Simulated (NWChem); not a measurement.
System meant: C$_{2}$H$_{3}$ClFNSi; SMILES C#C[Si@@](N)(F)Cl

Input file for NWChem:

```
start job
memory heap 200 mb stack 900 mb global 1100 mb
geometry units angstroms noautosym nocenter noautoz
  C      0.817133     2.763821     0.045519
  C      0.371078     1.635608     0.031867
  Si    -0.298250    -0.046360     0.014163
  N     -1.313918    -0.282608     1.355826
  F     -1.010720    -0.253877    -1.415341
  Cl     1.193351    -1.466936     0.095991
  H      1.214654     3.755175     0.056061
  H     -1.589448    -1.207742     1.659631
  H     -1.968646     0.434454     1.642346
end
basis spherical
  * library def2-svp
end
dft
  xc xtpss03 ctpss03
  iterations 150
end
property
  shielding
end
task dft property
```

End of the output:

```
 Vector   34  Occ=0.000000D+00  E= 2.576583D-02
              MO Center= -1.2D+00, -4.2D-01,  9.5D-01, r^2= 4.9D+00
   Bfn.  Coefficient  Atom+Function         Bfn.  Coefficient  Atom+Function
  ----- ------------  ---------------      ----- ------------  ---------------
    49      1.162903  4 N  s                104     -0.831080  9 H  s
    32     -0.714329  3 Si s                 99     -0.552985  8 H  s
    85     -0.328558  6 Cl px                31     -0.324467  3 Si s
    40      0.291194  3 Si py                48      0.254357  4 N  s
    78      0.253687  6 Cl s                 63      0.214334  5 F  s

 center of mass
 --------------
 x =   0.11804838 y =  -0.08569325 z =   0.00249550

 moments of inertia (a.u.)
 ------------------
        1023.822665591160          36.966959880805          -3.031855502273
          36.966959880805         652.271609742512           8.669490896836
          -3.031855502273           8.669490896836        1178.567087873564

     Multipole analysis of the density
     ---------------------------------

     L   x y z        total         alpha         beta         nuclear
     -   - - -        -----         -----         ----         -------
     0   0 0 0     -0.000000    -31.000000    -31.000000     62.000000

     1   1 0 0     -0.543765     -2.731726     -2.731726      4.919688
     1   0 1 0      0.571384      0.731327      0.731327     -0.891270
     1   0 0 1      0.715104     -1.915029     -1.915029      4.545161

     2   2 0 0    -32.973219   -122.624356   -122.624356    212.275493
     2   1 1 0      2.726657      4.648301      4.648301     -6.569946
     2   1 0 1     -3.506347      3.989345      3.989345    -11.485038
     2   0 2 0    -29.387248   -220.715134   -220.715134    412.043019
     2   0 1 1     -0.733857      2.961427      2.961427     -6.656711
     2   0 0 2    -36.092932    -83.270803    -83.270803    130.448674

          -----------------------------------------
          Chemical Shielding Tensors (GIAO, in ppm)
          -----------------------------------------

 ------------------------------------------------------------------------
  xtpss03: d2 not coded                    0
 ------------------------------------------------------------------------
 ------------------------------------------------------------------------
  current input line :
    24: task dft property
 ------------------------------------------------------------------------
 ------------------------------------------------------------------------
 This error has not yet been assigned to a category
 ------------------------------------------------------------------------
 For more information see the NWChem manual at https://nwchemgit.github.io

0: xtpss03: d2 not coded:Received an Error in Communication
```

Question: Can this run be used? If not, why, and what is the fix?

Answer: The program stopped with an error. Cause: this functional's second derivatives, which shieldings need, aren't coded here; the fix takes a hybrid GGA instead. This input runs:
```
start job
memory heap 200 mb stack 900 mb global 1100 mb
geometry units angstroms noautosym nocenter noautoz
  C      0.817133     2.763821     0.045519
  C      0.371078     1.635608     0.031867
  Si    -0.298250    -0.046360     0.014163
  N     -1.313918    -0.282608     1.355826
  F     -1.010720    -0.253877    -1.415341
  Cl     1.193351    -1.466936     0.095991
  H      1.214654     3.755175     0.056061
  H     -1.589448    -1.207742     1.659631
  H     -1.968646     0.434454     1.642346
end
basis spherical
  * library def2-svp
end
dft
  xc pbe0
  iterations 150
end
property
  shielding
end
task dft property
```
It converges to -981.45536 Ha (PBE0/def2-SVP, GIAO).
